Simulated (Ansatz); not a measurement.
C₃H₈Si, charge +1, doublet, geometry from GFN2-xTB (a state made from the parent by changing its charge; the spin is typed, not shown lowest); R2SCAN/cc-pVDZ (Ansatz, an electronic-structure program).

The Ansatz input:
Ansatz 0.2 input:
```yaml
crystal:
  periodic: [false, false, false]
  atoms:
    - {symbol: C, position_ang: [1.05833802, 0.47727651, 0.97110393]}
    - {symbol: C, position_ang: [0.96501957, -0.69868733, 0.01191923]}
    - {symbol: Si, position_ang: [-0.84211903, -0.37976868, -0.77270691]}
    - {symbol: C, position_ang: [-0.31879072, 0.99011582, 0.58104385]}
    - {symbol: H, position_ang: [1.86318259, 1.16764572, 0.73806192]}
    - {symbol: H, position_ang: [1.13584709, 0.18482051, 2.01377110]}
    - {symbol: H, position_ang: [1.68976193, -0.65965217, -0.79669617]}
    - {symbol: H, position_ang: [0.94572194, -1.66504962, 0.50831183]}
    - {symbol: H, position_ang: [-1.87958013, -1.31092150, -0.34989867]}
    - {symbol: H, position_ang: [-0.85038746, 0.07979365, -2.15504985]}
    - {symbol: H, position_ang: [-0.29912040, 1.95664619, 0.08499323]}
    - {symbol: H, position_ang: [-1.04316039, 0.95124873, 1.39000123]}
basis:
  gaussian:
    orbitals: cc-pVDZ
hamiltonian:
  xc: r2scan
total_charge: 1
magnetization: {spin_polarized: true, initial_magnetization: 1}
```

Problem. What does Ansatz print? Leave out banner, timings and long lists.

Solution. 
```
Functional definition: r2SCAN
1242 factors; their error is unknown
mean field evaluation 1: about -11078.3596 eV, gradient 6.6e1 eV
mean field evaluation 2: about -10897.1098 eV, gradient 1.5e2 eV
mean field evaluation 4: about -11105.4067 eV, gradient 1.5e1 eV
mean field evaluation 8: about -11106.6598 eV, gradient 3.3e-1 eV
mean field evaluation 16: about -11106.6236 eV, gradient 9.0e-5 eV
mean field evaluation 32: about -11104.0519 eV, gradient 7.4e-1 eV
mean field -11106.62359543 eV, -408.1608887923 hartree, gradient 2.2e-5 eV, S^2 0.755085; 2 other end points of the search recorded, 0 dependent functions left out
reference -11106.62360689 eV, -408.1608892134 hartree; 20, 19 occupied and 80, 81 virtual orbitals, 1242 factors
Total energy: -11106.62360689 eV, -408.1608892134 hartree
```
